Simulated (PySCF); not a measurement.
## How methods differ on the excitation energy of I

I [Kr] 4d10 5s2 5p5 (2P) → I [Kr] 4d10 5s2 5p4 5d1 (high-spin determinant), as a difference of total energies. Calculation: PySCF 2.14, in aug-cc-pwCVTZ-DK3; the spin-free X2C one-electron Hamiltonian (Gaussian nucleus). Correlated levels: valence: [Kr] 4d10 frozen; valence and next inner shell: [Ar] 3d10 frozen. The calculations carry no spin-orbit coupling.

```json
{"method": "UHF", "excitation energy (eV)": "8.072"}
{"method": "LDA", "excitation energy (eV)": "8.659"}
{"method": "PBE", "excitation energy (eV)": "8.354"}
{"method": "PBE0", "excitation energy (eV)": "8.462"}
{"method": "r2SCAN", "excitation energy (eV)": "8.515"}
{"method": "CAM-B3LYP", "excitation energy (eV)": "8.782"}
{"method": "M06-2X", "excitation energy (eV)": "8.482"}
{"method": "wB97M-V", "excitation energy (eV)": "8.699"}
{"method": "MP2 (valence)", "excitation energy (eV)": "8.612"}
{"method": "SCS-MP2 (valence)", "excitation energy (eV)": "8.711"}
{"method": "MP2 (valence and next inner shell)", "excitation energy (eV)": "8.825"}
{"method": "SCS-MP2 (valence and next inner shell)", "excitation energy (eV)": "8.862"}
```

Question: How much does correlation contribute at MP2 (valence and next inner shell)?

Answer: 8.825 − (8.072) = 0.753 eV, measured against UHF.

A first-order spin-orbit estimate (lowest level to lowest level, LS coupling) adds 0.007 eV.

The promoted electron is Rydberg-like, and one or two diffuse shells describe it only roughly, which tends to raise the upper state.

In the upper state the promoted electron has a positive orbital energy at LDA, PBE, r2SCAN, so the basis confines it.

The determinant of the upper state mixes LS terms, which raises its energy above the lowest term, most at the Hartree-Fock and MP2 levels.
